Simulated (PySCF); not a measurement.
Correlation energy of Nb²⁶⁺ (niobium, charge +26)

[Ne] 3s2 3p3, high-spin 4S determinant. Computed with PySCF 2.14 in an even-tempered Gaussian basis (18 s from 3.4 bohr⁻², ratio 2.5; 12 p from 4.4 bohr⁻², ratio 2.5; 5 d from 19 bohr⁻², ratio 2.7; 4 f from 28 bohr⁻², ratio 2.7), with the spin-free X2C one-electron Hamiltonian (Gaussian nucleus). Frozen: 1s2; 13 electrons correlated; the 22 highest virtual orbitals of each spin left out.

```csv
level,correlation energy (mhartree)
CCSD,-512.22
(T),-1.38
CCSD(T),-513.60
```

Diagnostics: T1 = 0.00050, D1 = 0.0016, largest double amplitude 0.028.

**Question.** Is a single reference adequate?

**Answer.** Yes, within this model without spin-orbit coupling: T1 lies below 0.03 and no double amplitude reaches 0.07.

At this charge the one-electron X2C treatment keeps the bare 1/r₁₂, with no two-electron picture change or Breit term. The effect here is smaller than on the frozen 1s shell; and a scalar Hamiltonian misses the large spin-orbit splitting of the p shells, which matters for ns² → np² pairs.

Spin-orbit coupling is strong in this species, so the high-spin LS determinant is a model state.
